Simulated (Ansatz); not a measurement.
Cl3FSW, SMILES `[F][W](=[S])([Cl])([Cl])[Cl]` at its PBE0-D4/def2-TZVP geometry, where that method's forces vanish. Total charge 0; spin multiplicity 1. W takes the def2 core potential.

```tsv
atom	x (Å)	y (Å)	z (Å)
F1	-0.7168	-1.6597	0.5846
W2	-0.0475	-0.0274	-0.0010
S3	-1.6662	0.9016	-0.9334
Cl4	-0.1745	0.5670	2.1980
Cl5	1.6356	1.4905	-0.2279
Cl6	0.9694	-1.2720	-1.6203
```

**Question.** For each bond, give half the difference of the two atoms' forces along it (eV/Å; positive pushes the atoms apart) under PBE-D4, r2SCAN-D4, B3LYP-D4, ωB97M-V in def2-TZVPP. (Estimate.)

**Answer.** Computed: 
```json
{"bond": "F1–W2", "length (Å)": "1.859", "PBE-D4": "0.36", "r2SCAN-D4": "0.06", "B3LYP-D4": "0.21", "ωB97M-V": "-0.05"}
{"bond": "W2–S3", "length (Å)": "2.086", "PBE-D4": "0.71", "r2SCAN-D4": "0.40", "B3LYP-D4": "0.32", "ωB97M-V": "-0.50"}
{"bond": "W2–Cl4", "length (Å)": "2.281", "PBE-D4": "0.12", "r2SCAN-D4": "0.06", "B3LYP-D4": "0.20", "ωB97M-V": "0.12"}
{"bond": "W2–Cl5", "length (Å)": "2.278", "PBE-D4": "0.01", "r2SCAN-D4": "0.08", "B3LYP-D4": "0.20", "ωB97M-V": "0.19"}
{"bond": "W2–Cl6", "length (Å)": "2.281", "PBE-D4": "0.12", "r2SCAN-D4": "0.06", "B3LYP-D4": "0.20", "ωB97M-V": "0.12"}
```

B3LYP here is the variant with VWN-RPA as its local correlation; programs differ in this.
